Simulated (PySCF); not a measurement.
iodine monochloride (ClI), SMILES ClI. Heavy atoms are numbered as in [Cl:1][I:2].

The structure is a stationary point at B3LYP-D3(BJ)/def2-TZVP. The def2 effective core potentials stand for the cores of I; spin–orbit coupling is left out.

Computed with PySCF with HF/def2-TZVPD.

Mulliken values depend strongly on the basis, most of all with diffuse functions as here. ESP charges are fitted to the potential on shells at 1.4 to 2.0 van der Waals radii. Atomic charges (e), one atom of each kind:

| atom | ESP fit | Mulliken |
|---|---|---|
| Cl1 | ? | -0.23 |
| I2 | ? | 0.23 |

**Question.** Fill in the missing entries. (Estimate from the structure and the level; the computed values follow.)

**Answer.** 
- Cl1, ESP fit: -0.11
- I2, ESP fit: 0.11
